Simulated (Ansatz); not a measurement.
Ansatz (a program for electronic structure) input:

Ansatz 0.2 input:
```yaml
crystal:
  periodic: [false, false, false]
  atoms:
    - {symbol: B, position_ang: [-0.90730345, 0.04199277, 0.14662931]}
    - {symbol: N, position_ang: [0.62442962, -0.02740366, -0.08697627]}
    - {symbol: H, position_ang: [-1.46648053, -0.99335258, 0.13677938]}
    - {symbol: H, position_ang: [-1.35643073, 1.12122059, 0.27976230]}
    - {symbol: H, position_ang: [1.13568617, 0.78140953, 0.27901682]}
    - {symbol: H, position_ang: [1.05104701, -0.88334531, 0.28242983]}
    - {symbol: H, position_ang: [0.80168792, -0.04407040, -1.10230100]}
basis:
  gaussian:
    orbitals: def2-SVPD
total_charge: 1
magnetization: {spin_polarized: false}
correlation: {method: ccsd_t, electrons: outside_noble_gas}
```

Q: Predict the final energy.

A: -82.05209 Eh (CCSD(T)/def2-SVPD). The basis has 80 functions.

It need not be the lowest isomer of its formula.
